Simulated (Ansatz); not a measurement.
`N[SiH2]N[SiH](N)F` → `N[SiH2]N` + `N[Si]F`  (silylene formation by 1,1-elimination)

Gas-phase electronic energies from Ansatz, PBE0-D4/def2-TZVP geometries. CCSD(T)/CBS is the MP2 limit (def2-TZVPP, def2-QZVPP) plus CCSD(T) − MP2 in def2-TZVPP, frozen cores. This one scheme is used for every species. One conformer a species, not always the lowest.

| species | MP2/CBS(def2) energy (Eh) |
| --- | --- |
| `N[SiH2]N[SiH](N)F` | -846.99592 |
| `N[SiH2]N` | -402.10168 |
| `N[Si]F` | -444.80513 |

(1) Work out ΔE.

Largest T1 diagnostic among the species: 0.014.

Results:

(1) ΔE = (-402.10168) + (-444.80513) − (-846.99592) = 0.08911 Eh = +2.42 eV. CCSD(T)/CBS gives +2.28 eV.

From PBE to PBE0 (25 % exact exchange), in def2-TZVPP and without D4, ΔE moves by +0.21 eV. In def2-TZVPP, CCSD(T) changes the Hartree–Fock value by +0.04 eV (the triples alone add +0.01 eV) and MP2 by +0.19 eV. The D4 term adds +0.23 eV with B3LYP and +0.13 eV with PBE0; it sums over pairs of atoms, weighted by their polarisabilities, and B3LYP, whose exchange is more repulsive, gets the larger term.

B3LYP here is the variant with VWN-RPA as its local correlation; programs differ in this.
